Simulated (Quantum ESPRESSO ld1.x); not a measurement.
Input (ld1.x (Quantum ESPRESSO 7.5)):

```
 &input
    zed=47.0,
    iswitch=1,
    rel=1,
    dft='PZ',
    config='[He] 2s2 2p1',
    verbosity='high',
    prefix='ld1',
    max_out_wfc=37,
    file_charge='ld1.rho',
 /
```

Command: `OMP_NUM_THREADS=1 ld1.x < ld1.in > ld1.out`

It prints:

```
     Program LD1 v.7.5 starts

     --------------------------- All-electron run ----------------------------

     scalar relativistic calculation

     atomic number is 47.00
     dft =PZ   lsd =0 sic =0 latt =0  beta=0.20 tr2=1.0E-14
     Exchange-correlation= PZ
                           (   1   1   0   0   0   0   0)
     mesh =2057 r(mesh) =  99.27089 a.u. xmin = -8.00 dx = 0.00800
     1 Ry =  13.60569312 eV, c = 137.03599908

     n l     nl                  e(Ry)          e(Ha)          e(eV)
     1 0     1S 1( 2.00)   -2131.025316843   -1065.512658422 -28994.0764983
     2 0     2S 1( 2.00)    -500.965629824    -250.482814912  -6815.9846246
     2 1     2P 1( 1.00)    -480.963526990    -240.481763495  -6543.8421516

     final scf error:  1.0E-15 reached in  12 iterations

     Etot =   -6030.458748 Ry,   -3015.229374 Ha,  -82048.571110 eV

     Ekin =    6375.476735 Ry,    3187.738368 Ha,   86742.779970 eV
     Encl =  -12636.421479 Ry,   -6318.210739 Ha, -171927.272810 eV
     Eh   =     312.528739 Ry,     156.264370 Ha,    4252.170117 eV
     Exc  =     -82.042743 Ry,     -41.021372 Ha,   -1116.248386 eV

     normalization and overlap integrals

     s(1S/1S) =  1.000000  <r> =   0.0310  <r2> =    0.0013  r(max) =   0.0201
     s(1S/2S) = -0.012238
     s(2S/2S) =  1.000000  <r> =   0.1277  <r2> =    0.0191  r(max) =   0.1106
     s(2P/2P) =  1.000000  <r> =   0.1097  <r2> =    0.0145  r(max) =   0.0870

     ------------------------ End of All-electron run ------------------------
```

Run on one thread of a shared host, so times are rough (Intel(R) Xeon(R) Processor @ 2.60GHz): 0.3 s of CPU time, 1.2 s wall, 12 iterations on 2057 mesh points.
